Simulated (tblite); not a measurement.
Species: C6H9O (doublet state).
Numbering: `[CH2:1][CH2:2][C@H:3]([CH:4]=[CH2:5])[CH:6]=[O:7]` (hydrogens: H8, H9 on C1; H10, H11 on C2; H12 on C3; H13 on C4; H14, H15 on C5; H16 on C6)

The geometry is computed with GFN2-xTB (gas phase). This method treats the open shell by occupation alone, without spin polarisation.

**Question.** List the bond lengths, angles and torsions at this level.

**Answer.** 
```csv
bond,length (Å)
C1–C2,1.468
C2–C3,1.542
C3–C4,1.504
C4=C5,1.320
C3–C6,1.510
C6=O7,1.198
"C1–H8, C1–H9",1.072
C2–H10,1.093
C2–H11,1.102
C3–H12,1.095
C4–H13,1.082
C5–H14,1.078
C5–H15,1.076
C6–H16,1.108
```

Bonds in one row agree within 0.01 Å and their mean is given. A selection of angles:
```csv
angle,degrees
C2–C1–H8,120.0
C2–C1–H9,121.0
H8–C1–H9,118.9
C1–C2–C3,112.3
C1–C2–H10,110.7
C1–C2–H11,111.3
C3–C2–H10,109.3
C3–C2–H11,106.6
H10–C2–H11,106.4
C2–C3–C4,111.6
C2–C3–C6,110.9
C2–C3–H12,110.3
C4–C3–C6,106.0
C4–C3–H12,109.2
C6–C3–H12,108.6
C3–C4–C5,124.4
C3–C4–H13,114.8
C5–C4–H13,120.8
C4–C5–H14,122.0
C4–C5–H15,121.7
H14–C5–H15,116.3
C3–C6–O7,125.6
C3–C6–H16,113.1
O7–C6–H16,121.3
```

Torsions: C1–C2–C3–C4 -63° (synclinal); C2–C3–C4–C5 131° (anticlinal); C2–C3–C6–O7 16° (synperiplanar).

Of the pairs four or more bonds apart, C4···H8 is among the closest relative to their van der Waals radii: 2.73 Å, 94 % of the sum of Bondi's values. C6 (carbon bonded to C, O and H) is planar (angles 125.6°, 121.3° and 113.1°, sum 360.0°, 0.01 Å off the plane of its three neighbours). C4 (carbon bonded to 2 C and H) is planar (angles 124.4°, 120.8° and 114.8°, sum 360.0°, 0.00 Å off the plane of its three neighbours). C1 (carbon bonded to C and 2 H) is planar (angles 121.0°, 120.0° and 118.9°, sum 359.9°, 0.02 Å off the plane of its three neighbours). C5 (carbon bonded to C and 2 H) is planar (angles 122.0°, 121.7° and 116.3°, sum 360.0°, 0.00 Å off the plane of its three neighbours). The C–C distances run from 1.320 Å (C4=C5, drawn double) to 1.542 Å (C2–C3, drawn single), a spread of 0.222 Å.

Point group: C1 (no symmetry element, even within 0.4 Å). GFN2-xTB frequencies show an imaginary mode (31i cm⁻¹), so the point is no minimum at that level. Torsions: H–C1–C2–C3 41° and -142°, C1–C2–C3–C4 -63°, C2–C3–C4–C5 131°, C2–C3–C6–O7 16°. 3 starts were optimised and ended at 0.00, 0.11 and 0.82 kcal/mol (GFN2-xTB); the lowest of these is shown.

One conformer stands for the species.
